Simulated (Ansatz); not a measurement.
Geometry optimisation, Ansatz 0.2.0, RHF/def2-mTZVP.

The input (input.yaml):

```yaml
crystal:
  periodic: [false, false, false]
  atoms:
    - { symbol: O, position_ang: [-0.0526, -0.4456, 1.2083] }
    - { symbol: Ge, position_ang: [0.637, 1.1109, 0.5628] }
    - { symbol: S, position_ang: [0.2138, 0.7639, -1.6069] }
    - { symbol: Sn, position_ang: [-0.6042, -1.1634, -0.5424] }
    - { symbol: H, position_ang: [2.164, 1.1377, 0.8404] }
    - { symbol: H, position_ang: [0.29161, 1.89193, -2.39804] }
    - { symbol: H, position_ang: [0.2457, -2.6249, -0.9197] }
    - { symbol: H, position_ang: [-2.3846, -1.2095, -0.6757] }
basis:
  gaussian: { orbitals: def2-mTZVP }
hamiltonian:
  xc: hf
relax:
  f_tol: 0.02
  max_steps: 50
output:
  orbitals: {}
```

Launched with:

```bash
$ ansatz run input.yaml --threads 2 --pin off --max-ram 3072MiB --backend cpu --events-out ev --progress --plain --runs-dir out
```

Where does it end, and by what steps?

The run converged. The force dipped under the threshold on the way, but the program's further checks kept it going. After 20 steps the energy has fallen by 3.869 eV; Ge2 moved furthest, 1.39 Å. Parted: Ge2–S3, Ge2–Sn4.

```
step  energy less start (eV)  largest force component (eV/Å)  accepted
   0                  0.0000                           5.240       yes
   1                 -1.8181                           2.378       yes
   2                 -2.6349                           1.328       yes
   3                 -3.0113                           1.026       yes
   4                 -3.2120                           0.978       yes
   5                 -3.4375                           0.498       yes
   6                 -3.5485                           0.492       yes
   7                 -3.6009                           1.098       yes
   8                 -3.6993                           0.684       yes
   9                 -3.7662                           0.755       yes
  10                 -3.8446                           0.231       yes
  11                 -3.8645                           0.053       yes
  12                 -3.8500                           0.545        no
  13                 -3.8677                           0.015       yes
  14                 -3.8665                           0.154        no
  15                 -3.8682                           0.026       yes
  16                 -3.8687                           0.049       yes
  17                 -3.8690                           0.043       yes
  18                 -3.8692                           0.033       yes
  19                 -3.8693                           0.023       yes
  20                 -3.8693                           0.016       yes
```

```xyz
8
Properties=species:S:1:pos:R:3
O -0.288 0.293 0.900
Ge 0.962 0.996 1.912
S 0.327 0.567 -2.586
Sn -0.438 -0.768 -0.729
H 2.228 0.313 1.183
H -0.788 1.298 -2.701
H 0.597 -2.112 -0.608
H -2.091 -1.124 -0.903
```

Time of the run: 90 s on 2 threads of Arm Neoverse V1 (shared host), peak memory 0.38 GiB.
